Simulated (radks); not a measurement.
The nuclear charge of the lutetium ion Lu2+ is varied continuously with 69 electrons held in [Xe] 4f14 6s1. Method: scalar-relativistic Kohn-Sham, PBE, spin-polarised, spherical densities, finite nucleus; open shells are filled with parallel spins first (spin-orbit coupling, left out, can overturn this in heavy ions); Fermi nuclear charge, rms radius 5.37 fm; computed with a radial shooting solver on a logarithmic mesh with Libxc functionals. By the Hellmann-Feynman theorem dE/dZ = E(electron-nucleus)/Z, the electronic potential at the nucleus (averaged over a nucleus of fixed radius). The scalar-relativistic energy here is not variational (the density holds large components alone), so the two differ by a part that grows with Z.

| Z | E (hartree) | E(electron-nucleus)/Z (hartree) | HOMO | e(HOMO) (eV) | <r> HOMO (bohr) |
|---|---|---|---|---|---|
| 70 | -14057.8768 | -494.071 | 6s | -9.625 | 3.526 |
| 70.5 | -14307.9664 | -499.389 | 6s | -13.616 | 3.261 |
| 71 | -14560.7614 | -504.709 | 6s | -18.005 | 3.050 |
| 71.5 | -14816.2649 | -510.036 | 6s | -22.750 | 2.876 |
| 72 | -15074.4824 | -515.372 | 6s | -27.827 | 2.729 |

The central difference of E at Z = 71 is -508.299 hartree, to compare with the third column; the second derivative is -10.8 hartree.
